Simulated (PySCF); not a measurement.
# Partial charges of `F[SiH2][Si@H]([SiH3])[SiH2]CCl`

CH₁₀ClFSi₄.
Geometry (GFN2-xTB, Å), atoms numbered from 1 in this order:
```xyz
17
CH10ClFSi4 angstrom
F      0.9968    2.6913   -0.3158
Si    -0.4546    2.2770    0.2738
Si    -0.9159    0.1599   -0.5744
Si    -2.2382   -1.1340    0.8443
Si     1.0233   -0.9359   -1.2805
C      2.3593   -0.5131    0.0273
Cl     1.6423   -0.7118    1.6527
H     -0.2546    2.3749    1.7149
H     -1.2865    3.3928   -0.1648
H     -1.7059    0.3778   -1.8154
H     -2.2687   -2.5331    0.4128
H     -1.7694   -1.1154    2.2292
H     -3.6311   -0.6778    0.8697
H      1.6455   -0.5886   -2.5666
H      0.9238   -2.4028   -1.2708
H      2.7001    0.5169   -0.0357
H      3.2267   -1.1662   -0.0107
```

Density: PBE0/pcSseg-1 (PySCF); schemes: Mulliken, IAO, Hirshfeld and ESP-fitted. One conformer (not necessarily the lowest) at the GFN2-xTB geometry, without solvent, vibrations or thermal averaging.

Do the Mulliken, IAO, Hirshfeld and ESP-fitted schemes agree on where the charge is highest?

All schemes agree: Mulliken Si2 (+0.796); IAO Si2 (+0.839); Hirshfeld Si2 (+0.332); ESP-fitted Si2 (+0.563).

For which atoms does the sign change between the 4 schemes (beyond +0.03 e in one, beyond −0.03 e in another)?

Si3 and H10. Atomic charges aren't observables, and each scheme defines them in its own way.

Give the atomic charges in each scheme.

In e:

| atom | environment | Mulliken | IAO | Hirshfeld | ESP-fitted |
| --- | --- | --- | --- | --- | --- |
| F1 | silicon-bound fluorine | -0.443 | -0.551 | -0.210 | -0.311 |
| Si2 | fluorine-bound silicon | +0.796 | +0.839 | +0.332 | +0.563 |
| Si3 | SiH silicon | -0.458 | -0.055 | +0.074 | -0.079 |
| Si4 | SiH3 silicon | +0.287 | +0.323 | +0.209 | +0.217 |
| Si5 | SiH2 silicon | +0.466 | +0.501 | +0.248 | +0.388 |
| C6 | sp3 C–Cl carbon | -0.497 | -0.515 | -0.125 | -0.450 |
| Cl7 | alkyl chlorine | -0.162 | -0.104 | -0.038 | -0.133 |
| H8 | Si–H hydrogen | -0.093 | -0.125 | -0.077 | -0.104 |
| H9 | Si–H hydrogen | -0.094 | -0.124 | -0.073 | -0.106 |
| H10 | Si–H hydrogen | +0.041 | -0.067 | -0.076 | -0.046 |
| H11 | Si–H hydrogen | -0.051 | -0.092 | -0.071 | -0.064 |
| H12 | Si–H hydrogen | -0.045 | -0.092 | -0.074 | -0.051 |
| H13 | Si–H hydrogen | -0.054 | -0.098 | -0.074 | -0.070 |
| H14 | Si–H hydrogen | -0.043 | -0.097 | -0.069 | -0.086 |
| H15 | Si–H hydrogen | -0.032 | -0.096 | -0.073 | -0.080 |
| H16 | methylene hydrogen | +0.199 | +0.178 | +0.045 | +0.200 |
| H17 | methylene hydrogen | +0.184 | +0.174 | +0.050 | +0.212 |

Mean size of the charges over all atoms: IAO 0.237 e, Mulliken 0.232 e, ESP-fitted 0.186 e, Hirshfeld 0.113 e. Each set sums to the total charge, 0, to within 0.001 e. The IAO scheme counts the electrons in orthogonalised intrinsic atomic orbitals, a minimal basis polarised so that it spans the occupied orbitals exactly. The Hirshfeld scheme divides the density at each point in proportion to the densities of the neutral, spherically averaged free atoms.

Sum the charges by element, for elements with more than one atom.

| element | atoms | Mulliken | IAO | Hirshfeld | ESP-fitted |
| --- | --- | --- | --- | --- | --- |
| Si | 4 | +1.091 | +1.608 | +0.864 | +1.090 |
| H | 10 | +0.010 | -0.438 | -0.492 | -0.196 |

How many electrons does the Mulliken scheme count on Si4?

Z − q = 14 − (+0.287) = 13.713.

How closely do the schemes follow one another over all atoms?

Correlation coefficient and root-mean-square difference: IAO with ESP-fitted 0.98, 0.100 e; Mulliken with ESP-fitted 0.95, 0.120 e; IAO with Hirshfeld 0.95, 0.198 e; Mulliken with IAO 0.94, 0.111 e; Hirshfeld with ESP-fitted 0.91, 0.127 e; Mulliken with Hirshfeld 0.81, 0.220 e.

The run behind these numbers computed NMR shieldings as well. On Arm Neoverse V1, one thread, no GPU (shared host), this took 34 s.
